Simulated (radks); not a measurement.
Question: The mean radii <r> (bohr) of the occupied orbitals of an atom or ion are listed with their occupations. Method: Dirac Kohn-Sham, PBE, spin-unpolarised, spherical densities, point nucleus; computed with a radial shooting solver on a logarithmic mesh with Libxc functionals.

orbital  occ.      <r>
1s1/2       2  0.04550
2s1/2       2   0.2024
2p1/2       2   0.1745
2p3/2       4   0.1782
3s1/2       2   0.5791
3p1/2       2   0.5823
3p3/2       4   0.5911
3d3/2     2.8   0.5881
3d5/2     4.2   0.5910

Name the element and its charge. Open shells, if any, are shared by 2j + 1.

Answer: Z = 33, arsenic, charge +8: As8+ in [Ar] 3d7. The 1s radius gives Z: for a bare nucleus <r> = (2 gamma + 1)/(2Z) with gamma = sqrt(1 - (Z/c)^2), 0.04456 bohr for Z = 33, and screening makes it slightly larger (0.04550 here). The occupations add up to 25, and the charge is Z minus that.
